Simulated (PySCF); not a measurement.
**Vertical excitation energies**

Compound: 2,3-dimethylbutanal, C₆H₁₂O.
SMILES: `C(=O)[C@@H](C(C)C)C`

Level of theory: PySCF 2.14.0, density-fitted response routines, TDDFT wB97X-D/def2-SVPD, vertical, gas phase, core orbitals frozen in the response. Geometry: GFN2-xTB, one conformer, isolated molecule. Torsions of this conformer, `[CH3:1][CH:2]([CH3:3])[C@@H:4]([CH3:5])[CH:6]=[O:7]`: C1–C2–C4–C5 163°, C2–C4–C6–O7 83°.

| state | E (eV) | λ (nm) | ν̃ (cm⁻¹) | f | \|μ\| (D) | main configurations (H = HOMO, L = LUMO) |
| --- | --- | --- | --- | --- | --- | --- |
| S1 | 4.19 | 295.8 | 33810 | 0.0001 | 0.07 | H→L (96%) |
| S2 | 7.59 | 163.4 | 61190 | 0.026 | 0.95 | H→L+1 (36%), H-1→L (34%), H→L+4 (13%) |
| S3 | 7.68 | 161.4 | 61960 | 0.028 | 0.98 | H-1→L (39%), H-2→L (27%), H→L+1 (14%) |
| S4 | 7.72 | 160.6 | 62270 | 0.014 | 0.68 | H-2→L (61%), H-1→L (22%) |
| S5 | 8.11 | 152.9 | 65410 | 0.028 | 0.95 | H→L+2 (56%), H→L+1 (15%), H→L+5 (9%) |
| S6 | 8.23 | 150.6 | 66410 | 0.012 | 0.62 | H-3→L (76%) |
| S7 | 8.36 | 148.3 | 67440 | 0.041 | 1.14 | H→L+3 (42%), H→L+4 (22%), H→L+1 (16%) |
| S8 | 8.68 | 142.9 | 69980 | 0.0079 | 0.49 | H→L+3 (34%), H→L+4 (30%), H→L+1 (9%) |

Triplets (Tamm–Dancoff): T1 3.64 eV, H→L (95%); T2 6.08 eV, H-1→L (32%), H-7→L (21%), H-6→L (19%); T3 7.55 eV, H→L+1 (47%), H→L+4 (21%), H→L+2 (17%).

The lowest singlet comes at 296 nm (404 kJ/mol) in the ultraviolet; it is dark (f under 0.0005); its leading configuration is HOMO→LUMO (96%). The most intense listed level is S7 at 8.36 eV (148 nm, f = 0.041), 4.17 eV above S1. S1 has the pattern of n→π* at C=O. The listed states span 4.48 eV, and the widest gap between neighbours is 3.39 eV (S1 to S2). Weighted by f, the mean energy of these states is 8.01 eV. Orbital energies (eV): HOMO-3 -11.63, HOMO-2 -11.27, HOMO-1 -11.10, HOMO -9.22, LUMO 1.05, LUMO+1 2.29, LUMO+2 2.87. Singlets were solved by full linear response, triplets in the Tamm–Dancoff approximation.

On x86-64 server, one thread (shared host), this took 50 s wall.
